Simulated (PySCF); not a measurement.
## Fractional electron number in Pt²⁺ (platinum, charge +2)

The 5d beta orbital of [Xe] 4f14 5d8 is emptied in steps (occupation f), with all orbitals relaxed, ending at [Xe] 4f14 5d7. Computed with PySCF 2.14 in aug-cc-pVDZ-PP with ECP60MDF (5s5p4d2f, 54 functions), with scalar relativity through the core potential. The exact energy is a straight line in f; departures are measured from the line between the end points of the same method.

```tsv
f	PBE0 (eV)	r2SCAN (eV)	LC-wPBE (eV)
1	0.000	0.000	0.000
0.8	-0.675	-0.890	-0.205
0.6	-1.014	-1.333	-0.307
0.4	-1.015	-1.330	-0.307
0.2	-0.677	-0.883	-0.205
0	0.000	0.000	0.000
```

```csv
method,E(f=0) − E(f=1) (eV),−ε at f=1 (eV),−ε at f=0.4 (eV)
PBE0,31.217,27.008,32.059
r2SCAN,31.119,25.550,32.245
LC-wPBE,31.104,29.828,31.359
```

Orbital energy along the path (eV):

```
  f     PBE0   r2SCAN  LC-wPBE
  1  -27.008  -25.550  -29.828
0.8  -28.680  -27.787  -30.333
0.6  -30.366  -30.022  -30.846
0.4  -32.059  -32.245  -31.359
0.2  -33.755  -34.450  -31.871
  0  -35.451  -36.601  -32.385
```

Reference removal energy between the ground levels: 29 ± 1.6 eV (theoretical estimate listed by NIST; NIST Atomic Spectra Database, ionization energies). The calculation has no spin-orbit coupling. The determinant left behind need not be the lowest term of the ion.
